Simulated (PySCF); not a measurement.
CrFO2, doublet, at a GFN2-xTB geometry (such geometries of metal compounds can be far from the true shape) (the multiplicity is a formal guess); DF-BLYP/aug-cc-pVDZ (PySCF).

The PySCF input:
```python
from pyscf import gto, scf, dft
import numpy

mol = gto.M(
    atom='''
Cr    0.02076939   -0.01910847    0.01855706
O     1.47023574   -0.30501994   -0.40978795
O    -0.42309097   -0.65838513    1.34539195
F    -0.98618039    0.90731598   -0.88113348
''',
    basis='aug-cc-pvdz',
    spin=1,
    verbose=4,
)
print('smallest overlap eigenvalue', numpy.linalg.eigvalsh(mol.intor('int1e_ovlp'))[0])

mf = dft.UKS(mol)
mf.xc = 'blyp'
mf = mf.density_fit(auxbasis='def2-universal-jkfit')
mf = scf.addons.remove_linear_dep_(mf, threshold=1e-3, lindep=1e-3)
mf.kernel()
```

The log (banner, timings and long lists left out):

```
PySCF version 2.14.0

[INPUT] verbose = 4
[INPUT] num. atoms = 4
[INPUT] num. electrons = 49
[INPUT] charge = 0
[INPUT] spin (= nelec alpha-beta = 2S) = 1
[INPUT] symmetry False subgroup None
[INPUT] Mole.unit = angstrom
[INPUT] Symbol           X                Y                Z      unit          X                Y                Z       unit  Magmom
[INPUT]  1 Cr     0.020769390000  -0.019108470000   0.018557060000 AA    0.039248458874  -0.036109774959   0.035067761077 Bohr   0.0
[INPUT]  2 O      1.470235740000  -0.305019940000  -0.409787950000 AA    2.778342887147  -0.576404149131  -0.774386994647 Bohr   0.0
[INPUT]  3 O     -0.423090970000  -0.658385130000   1.345391950000 AA   -0.799526059077  -1.244167580186   2.542422315695 Bohr   0.0
[INPUT]  4 F     -0.986180390000   0.907315980000  -0.881133480000 AA   -1.863610846517   1.714578710641  -1.665100956385 Bohr   0.0

nuclear repulsion = 242.31342768834
number of shells = 35
number of NR pGTOs = 243
number of NR cGTOs = 128
basis = aug-cc-pvdz
ecp = {}
input.py:20: DeprecationWarning: remove_linear_dep_ is deprecated and will be removed in a future release. Linear dependency handling is now built into the SCF procedure by default. Linear dependency removal can be controlled using the following settings:
  pyscf.scf.hf.remove_overlap_zero_eigenvalue = True
  pyscf.scf.hf.overlap_zero_eigenvalue_threshold = 1e-6

  mf = scf.addons.remove_linear_dep_(mf, threshold=1e-3, lindep=1e-3)
smallest overlap eigenvalue 4.59711979864763e-05
Applying remove_linear_dep_ on SCF object.
Using canonical orthogonalization with threshold 0.001

******** <class 'pyscf.df.df_jk.DFUKS'> ********
method = DFUKS
initial guess = minao
damping factor = 0
level_shift factor = 0
DIIS = <class 'pyscf.scf.diis.CDIIS'>
diis_start_cycle = 1
diis_space = 8
diis_damp = 0
SCF conv_tol = 1e-09
SCF conv_tol_grad = None
SCF max_cycles = 50
direct_scf = False
number electrons alpha = 25  beta = 24
XC library pyscf.dft.libxc version 7.1.2
    S. Lehtola, C. Steigemann, M. J. T. Oliveira, and M. A. L. Marques,  SoftwareX 7, 1–5 (2018)
XC functionals = blyp
    A. D. Becke,  Phys. Rev. A 38, 3098 (1988)
    C. Lee, W. Yang, and R. G. Parr,  Phys. Rev. B 37, 785 (1988)
    B. Miehlich, A. Savin, H. Stoll, and H. Preuss,  Chem. Phys. Lett. 157, 200 (1989)
radial grids:
    Treutler-Ahlrichs [JCP 102, 346 (1995); DOI:10.1063/1.469408] (M4) radial grids

becke partition: Becke, JCP 88, 2547 (1988); DOI:10.1063/1.454033
pruning grids: <function nwchem_prune>
grids dens level: 3
symmetrized grids: False
atomic radii adjust function: <function treutler_atomic_radii_adjust>
small_rho_cutoff = 0
Set gradient conv threshold to 3.16228e-05
tot grids = 63336
init E= -1295.12674648638

cycle= 1 E= -1294.80231480957  delta_E= 0.324  |g|= 0.619  |ddm|= 2.54
cycle= 2 E= -1291.04696750437  delta_E= 3.76  |g|= 3.59  |ddm|= 1.85
cycle= 3 E= -1294.66047611695  delta_E= -3.61  |g|= 0.862  |ddm|=  1.8
cycle= 4 E= -1294.93027798936  delta_E= -0.27  |g|= 0.19  |ddm|= 0.617
cycle= 5 E= -1294.9356945266  delta_E= -0.00542  |g|= 0.122  |ddm|= 0.137
cycle= 6 E= -1294.9372627534  delta_E= -0.00157  |g|= 0.109  |ddm|= 0.0579
cycle= 7 E= -1294.93388796329  delta_E= 0.00337  |g|= 0.152  |ddm|= 0.0206
cycle= 8 E= -1294.93359714147  delta_E= 0.000291  |g|= 0.155  |ddm|= 0.00252
cycle= 9 E= -1294.93332178947  delta_E= 0.000275  |g|= 0.157  |ddm|= 0.00306
cycle= 10 E= -1294.93332583425  delta_E= -4.04e-06  |g|= 0.157  |ddm|= 0.00175
cycle= 11 E= -1294.93320804589  delta_E= 0.000118  |g|= 0.159  |ddm|= 0.00471
cycle= 12 E= -1294.93492945848  delta_E= -0.00172  |g|= 0.14  |ddm|= 0.016
cycle= 13 E= -1294.93207709217  delta_E= 0.00285  |g|= 0.17  |ddm|= 0.0178
cycle= 14 E= -1294.93178357511  delta_E= 0.000294  |g|= 0.173  |ddm|= 0.0031
cycle= 15 E= -1294.93388105711  delta_E= -0.0021  |g|= 0.147  |ddm|= 0.0448
cycle= 16 E= -1294.931274842  delta_E= 0.00261  |g|= 0.177  |ddm|= 0.0456
cycle= 17 E= -1294.93137666975  delta_E= -0.000102  |g|= 0.176  |ddm|= 0.00333
cycle= 18 E= -1294.93148639488  delta_E= -0.00011  |g|= 0.176  |ddm|= 0.00684
cycle= 19 E= -1294.93110815331  delta_E= 0.000378  |g|= 0.179  |ddm|= 0.0151
cycle= 20 E= -1294.93134294068  delta_E= -0.000235  |g|= 0.177  |ddm|= 0.0106
cycle= 21 E= -1294.93308417327  delta_E= -0.00174  |g|= 0.155  |ddm|= 0.0735
cycle= 22 E= -1294.93773620016  delta_E= -0.00465  |g|= 0.0902  |ddm|= 0.0737
cycle= 23 E= -1294.93412920331  delta_E= 0.00361  |g|= 0.147  |ddm|= 0.052
cycle= 24 E= -1294.9379431487  delta_E= -0.00381  |g|= 0.0876  |ddm|= 0.0406
cycle= 25 E= -1294.93555042295  delta_E= 0.00239  |g|= 0.13  |ddm|= 0.0336
cycle= 26 E= -1294.93485574866  delta_E= 0.000695  |g|= 0.138  |ddm|= 0.0063
cycle= 27 E= -1294.93499829733  delta_E= -0.000143  |g|= 0.137  |ddm|= 0.00369
cycle= 28 E= -1294.93480844578  delta_E= 0.00019  |g|= 0.136  |ddm|= 0.0315
cycle= 29 E= -1294.93475232382  delta_E= 5.61e-05  |g|= 0.139  |ddm|= 0.0306
cycle= 30 E= -1294.93398708374  delta_E= 0.000765  |g|= 0.149  |ddm|= 0.0684
cycle= 31 E= -1294.93340059496  delta_E= 0.000586  |g|= 0.155  |ddm|= 0.0213
cycle= 32 E= -1294.93406275625  delta_E= -0.000662  |g|= 0.149  |ddm|= 0.0288
cycle= 33 E= -1294.93886212243  delta_E= -0.0048  |g|= 0.0688  |ddm|= 0.069
cycle= 34 E= -1294.93620629155  delta_E= 0.00266  |g|= 0.124  |ddm|= 0.058
cycle= 35 E= -1294.93718982643  delta_E= -0.000984  |g|= 0.106  |ddm|= 0.0405
cycle= 36 E= -1294.9374005806  delta_E= -0.000211  |g|= 0.108  |ddm|= 0.0368
cycle= 37 E= -1294.93110811723  delta_E= 0.00629  |g|= 0.163  |ddm|= 0.085
cycle= 38 E= -1294.93500581004  delta_E= -0.0039  |g|= 0.138  |ddm|= 0.088
cycle= 39 E= -1294.93460768178  delta_E= 0.000398  |g|= 0.143  |ddm|= 0.0268
cycle= 40 E= -1294.93359852763  delta_E= 0.00101  |g|= 0.154  |ddm|= 0.0118
cycle= 41 E= -1294.9338268283  delta_E= -0.000228  |g|= 0.151  |ddm|= 0.037
cycle= 42 E= -1294.93409863312  delta_E= -0.000272  |g|= 0.146  |ddm|= 0.0459
cycle= 43 E= -1294.93473806342  delta_E= -0.000639  |g|= 0.142  |ddm|= 0.0308
cycle= 44 E= -1294.93688866131  delta_E= -0.00215  |g|= 0.101  |ddm|= 0.0781
cycle= 45 E= -1294.937407464  delta_E= -0.000519  |g|= 0.0969  |ddm|= 0.0319
cycle= 46 E= -1294.93251391972  delta_E= 0.00489  |g|= 0.149  |ddm|= 0.0752
cycle= 47 E= -1294.93415101206  delta_E= -0.00164  |g|= 0.148  |ddm|= 0.0746
cycle= 48 E= -1294.93361931114  delta_E= 0.000532  |g|= 0.153  |ddm|= 0.0106
cycle= 49 E= -1294.93736736831  delta_E= -0.00375  |g|= 0.103  |ddm|= 0.0365
cycle= 50 E= -1294.93363837799  delta_E= 0.00373  |g|= 0.148  |ddm|= 0.0561
SCF not converged.
SCF energy = -1294.93363837799 after 50 cycles  <S^2> = 0.78027022  2S+1 = 2.0300445
```

The run did not converge; its last values are not results.
